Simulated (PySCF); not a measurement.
A structure optimised at PBE-D3(BJ)/def2-SVP, used in a PySCF frequency run:

```xyz
4

Ge     0.0000     0.0000     0.7396
O      0.0000     0.0000     2.3877
Br     0.0000     1.8617    -0.6110
Br     0.0000    -1.8617    -0.6110
```
Charge 0, spin multiplicity 1.

Problem. Write its SMILES, formula and point group.

Solution. [O]=[Ge]([Br])[Br], Br₂GeO, C2v

Problem. What are its rotational constants (standard atomic weights)?

Solution. 2.6533, 0.91244, 0.67896 GHz
